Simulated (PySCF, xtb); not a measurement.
C3H6FNSi, SMILES F[Si@H]1C=CCN1.

xtb 6.7.1 with GFN2-xTB at its own geometry gives an orbital gap of 4.01 eV and a dipole moment of 2.61 D.

Geometry optimised at PBE0-D3(BJ)/def2-SVP. The structure was generated by enumeration; whether it is a known compound was not checked. Other conformers were not sampled.

Question: What does PBE/def2-TZVP run with PySCF give? (The exact figures need the calculation; the answer reports its results.)

Answer: gap 4.46 eV (levels -5.84 and -1.38 eV), dipole 2.58 D.
